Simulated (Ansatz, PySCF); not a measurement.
Breaking a bond: LiBr, singlet.

- RCCSDT = CCSDT on RHF/cc-pVDZ, cores with 3d frozen (Ansatz, a program for electronic structure)
- RKS-PBE = restricted PBE/cc-pVDZ (Ansatz)
- RMP2/6-31G* = restricted MP2 (frozen core)/6-31G*, spherical d run with PySCF
- UCCSD(T) = Ansatz with CCSD(T) on UHF/cc-pVDZ, cores with 3d frozen
- RMP2 = MP2 on RHF/cc-pVDZ, cores with 3d frozen (Ansatz)

Energies are in mEh, each relative to the lowest point of its own curve near equilibrium.

| R / Å | RCCSDT | RKS-PBE | RMP2/6-31G* | UCCSD(T) | RMP2 |
|---|---|---|---|---|---|
| 1.77 | 51.7 | 46.3 | 46.2 | 51.7 | 51.8 |
| 1.85 | 31.6 | 27.6 | 27.5 | 31.6 | 31.6 |
| 1.97 | 12.7 | 10.3 | 10.4 | 12.7 | 12.7 |
| 2.05 | 5.6 | 4.0 | 4.1 | 5.6 | 5.5 |
| 2.09 | 3.2 | 2.1 | 2.1 | 3.2 | 3.2 |
| 2.17 | 0.5 | 0.0 | 0.0 | 0.5 | 0.5 |
| 2.26 | 0.0 | 0.0 | 0.0 | 0.0 | 0.0 |
| 2.27 | 0.1 | 0.1 | 0.1 | 0.1 | 0.1 |
| 2.38 | 2.3 | 2.8 | 2.8 | 2.3 | 2.3 |
| 2.49 | 6.4 | 7.2 | 7.3 | 6.4 | 6.5 |
| 2.67 | 15.8 | 16.5 | 17.0 | 15.9 | 15.9 |
| 2.93 | 32.0 | 32.1 | 33.1 | 32.1 | 32.1 |
| 3.27 | 53.8 | 52.3 | 54.1 | 53.8 | 53.8 |
| 3.62 | 74.4 | 70.6 | 73.6 | 74.4 | 74.4 |
| 3.91 | 89.5 | 83.4 | 87.7 | 89.5 | 89.4 |
| 4.37 | 109.7 | 99.3 | 106.4 | 109.7 | 109.6 |
| 4.68 | 120.8 | 107.4 | 116.8 | — | 120.9 |
| 5.36 | 138.5 | ___ | 135.2 | — | 140.4 |
| 5.85 | — | ___ | 145.5 | — | 150.9 |
| 6.45 | — | ___ | 155.6 | — | 160.7 |
| 7.48 | — | ___ | 167.8 | — | 170.6 |
| 8.86 | — | ___ | 176.1 | — | 174.5 |

Question: Fill in the missing entries.

Answer: 
- 5.36, RKS-PBE: 119.5
- 5.85, RKS-PBE: 125.1
- 6.45, RKS-PBE: 129.7
- 7.48, RKS-PBE: 134.4
- 8.86, RKS-PBE: 137.5

A dash means that the run gave no value there, or that the column was ended at a point which the program doubted or which failed a test of continuity chosen for this set; such a test can also cut sound points.

The T1 diagnostic of CCSD on the restricted reference of RCCSDT, RMP2 exceeds 0.045 at 5.36 to 8.86 Å. The restricted form behind RKS-PBE, RMP2/6-31G*, RMP2 keeps the bonding electrons paired and can't separate into open-shell fragments. The unrestricted determinant behind UCCSD(T) is spin-contaminated at 4.68 to 8.86 Å (<S²> up to 1.0, against 0.00 for a pure singlet).
